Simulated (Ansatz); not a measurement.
`CO[SiH]` + `C[Si](N)(Cl)Cl` → `CO[Si]Cl` + `C[SiH](N)Cl` at 500 K and 1 bar (redistribution).

Computed with Ansatz on PBE0-D4/def2-TZVP structures; ΔE is electronic, products minus reactants. CCSD(T)/CBS adds triple-zeta CCSD(T) − MP2 to the extrapolated MP2 energy (def2 sets, frozen cores). Each species was taken in one conformer, which may not be the lowest.

```tsv
species	CCSD(T)/CBS energy (Eh)	H − E (kJ/mol)	S (J/(mol·K))
`CO[SiH]`	-404.67988	158.5	317.8
`C[Si](N)(Cl)Cl`	-1304.56570	225.9	432.0
`CO[Si]Cl`	-863.93892	150.1	365.4
`C[SiH](N)Cl`	-845.32705	237.6	392.8
```

H − E and S are ideal-gas, rigid-rotor, harmonic terms from PBE0-D4/def2-TZVP, for one conformer and one mirror image of each species. 1 Eh = 2625.50 kJ/mol, R = 8.31446 J/(mol·K).

Task: By hand: ΔE, ΔH, ΔS and ΔG.

Result: ΔE = (-863.93892) + (-845.32705) − (-404.67988) − (-1304.56570) = -0.02039 Eh = -53.5 kJ/mol. Δ(H − E) = 150.1 + 237.6 − 158.5 − 225.9 = 3.3, so ΔH = -50.2 kJ/mol. ΔS = 365.4 + 392.8 − 317.8 − 432.0 = 8.4 J/(mol·K). ΔG = -50.2 − 500 × (8.4)/1000 = -54.4 kJ/mol.

Task: By hand: the equilibrium constant, and the temperature at which ΔG would vanish if ΔH and ΔS stayed fixed.

Result: log₁₀ K = −ΔG/(RT ln 10) = 5.7. ΔH and −TΔS have one sign here, so there is no such temperature.

The number of gas molecules stays the same, so ΔS is small and ΔH decides. A doubt of 5 kJ/mol in ΔE shifts log₁₀ K by 0.5 here. Other conformers and mirror images would add mixing entropy, several J/(mol·K) or more a flexible species. These are equilibria of isolated gas molecules and say nothing of rates. Largest T1 diagnostic: 0.015 (customary marks: 0.02 for closed shells, 0.045 for open ones).

ΔS is within the doubt of such terms, so its sign, and with it that verdict, could turn.
